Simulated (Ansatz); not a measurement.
System: sum formula HPO, charge 0, multiplicity 1. SMILES: O=P
Geometry: optimised at B3LYP-D3(BJ)/def2-TZVP (Ansatz, an electronic-structure program).

Property: vertical electron affinity (to the doublet state of charge -1; a negative value means that the extra electron is unbound and the number depends on the basis; each state is the SCF solution reached for its spin; for the singlet the Hartree-Fock reference is unstable and T1 is 0.019), in eV. Cores are frozen in the correlated levels unless marked. Open shells are spin-unrestricted. Spin-orbit coupling is left out. Non-relativistic. Anions need diffuse functions: aug- sets have them; def2-D sets add few. CBS marks a two-point X^-3 extrapolation of the correlation energy; Hartree-Fock from the larger set.

```json
[
 {"level": "r2SCAN/def2-TZVPD", "program": "Ansatz", "vertical electron affinity (eV)": "(withheld)"},
 {"level": "BHLYP/def2-TZVPD", "program": "Ansatz", "vertical electron affinity (eV)": "0.99"},
 {"level": "wB97X-V/def2-TZVPD", "program": "Ansatz", "vertical electron affinity (eV)": "0.92"},
 {"level": "B2PLYP/def2-TZVPD", "program": "Ansatz", "vertical electron affinity (eV)": "0.82"},
 {"level": "SCS-MP2/aug-cc-pV(D+d)Z", "program": "Ansatz", "vertical electron affinity (eV)": "0.57"},
 {"level": "SCS-MP2/aug-cc-pV(T+d)Z", "program": "Ansatz", "vertical electron affinity (eV)": "0.70"},
 {"level": "CCSD/def2-SVPD", "program": "Ansatz", "vertical electron affinity (eV)": "(withheld)"},
 {"level": "CCSD(T)/CBS(aug-cc-pV(T+d)Z,aug-cc-pV(Q+d)Z)", "program": "Ansatz", "vertical electron affinity (eV)": "(withheld)"}
]
```

Problem. What belongs in the gaps?

Solution. 
- r2SCAN/def2-TZVPD, vertical electron affinity (eV): 1.07
- CCSD/def2-SVPD, vertical electron affinity (eV): 0.52
- CCSD(T)/CBS(aug-cc-pV(T+d)Z,aug-cc-pV(Q+d)Z), vertical electron affinity (eV): 0.93
